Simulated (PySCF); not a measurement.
## MPb cations for M along the fourth-period p block

CCSD(T) with double-zeta basis sets in PySCF, for the lowest determinant that a PBE0 search found; no spin–orbit coupling. De refers to high-spin ground-configuration atoms (the charge goes to the atom of lower measured ionisation energy or higher electron affinity, which is not always the lowest computed limit).

```tsv
M	basis	reference, frozen orbitals	charged atom	state (unpaired electrons)	Re (Å)	ωe (cm⁻¹)	De (eV)
Ge	def2-SVP	UHF, 13	Pb+	quartet (σ ↑, π ↑↑)	2.708	181	n/a
As	def2-SVP	UHF, 13	Pb+	triplet (π ↑↑)	2.743	188	n/a
Se	def2-SVP	UHF, 13	Pb+	doublet (π ↑)	2.626	222	n/a
Br	def2-SVP	RHF, 13	Pb+	singlet (closed shell)	2.534	257	n/a
```

The shortest bond is that of PbBr⁺ (2.534 Å), the longest that of AsPb⁺ (2.743 Å).

The state changes along the series, so neighbouring rows are not always alike in their bonding.

Correlated steps freeze 13 core orbitals. These are scalar-relativistic numbers at best; spin–orbit coupling would shift them, the dissociation energy most. States were picked by a PBE0 search and need not be the measured ground states.
